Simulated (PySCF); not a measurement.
methoxymethyl(silyl)silane (C₂H₁₀OSi₂), SMILES COC[SiH2][SiH3].

Geometry optimised at B3LYP-D3(BJ)/def2-SVP. The values are those of a single conformer.

Calculation: PBE/def2-TZVP (PySCF).

Gas-phase values at a fixed geometry.

| Quantity | Result |
|---|---|
| total energy | -735.97992 hartree |
| highest occupied level | -6.12 eV |
| lowest empty level | -0.61 eV |
| orbital gap | 5.51 eV |
| dipole moment | 1.66 D |
| quadrupole, principal values (traceless, Buckingham form, about the centre of nuclear charge) | -2.29, -1.20, 3.49 D·Å |
| mean static polarisability | 92.1 bohr³ (13.64 Å³) |
| polarisability, principal values | 77.7, 94.4, 104.0 bohr³ |
